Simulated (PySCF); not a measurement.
## NMR parameters of [CuBr2]-

[CuBr2]-, [Br2Cu]-, point group D∞h.

Cartesian coordinates in Å; atom numbers follow the order of the lines, from 1:
```xyz
3

Cu    0.000    0.000    0.000
Br   -0.018   -0.023    2.277
Br    0.018    0.023   -2.277
```

Total charge -1.

GIAO calculations in PySCF 2.14.0 with density-fitted response routines on the PBE0-D3(BJ)/def2-SVP structure: isolated species, non-relativistic, equivalent atoms averaged; basis pcSseg-1 (pcSseg-2 on Cu).

Q: Give the isotropic shieldings (ppm) with B3LYP, PBE, PBE0.

A: 
| atoms | environment | B3LYP | PBE | PBE0 |
| --- | --- | --- | --- | --- |
| Br2/Br3 | bromine bonded to Cu | 3120 | 3069 | 3134 |
| Cu1 | Cu bonded to 2 Br | 1169 | 1065 | 1223 |
| HOMO–LUMO gap (eV) | – | 6.20 | 4.22 | 6.78 |

Q: And the chemical shifts, against references computed in the same way?

A: 
```tsv
atoms	nucleus, reference	B3LYP	PBE	PBE0
Br2/Br3	79Br, HBr	-576	-518	-550
```

Q: Which part of the shielding of Br2/Br3 depends on the functional?

A: Diamagnetic: B3LYP 3124, PBE 3124, PBE0 3124 ppm; paramagnetic: B3LYP -4, PBE -54, PBE0 10 ppm. The diamagnetic part, set mainly by inner electrons, hardly moves; the paramagnetic part goes with low-lying magnetically allowed excitations and carries the spread.

Relativistic effects, spin–orbit coupling among them, are left out; they matter for Br and for the light atoms bonded to it.
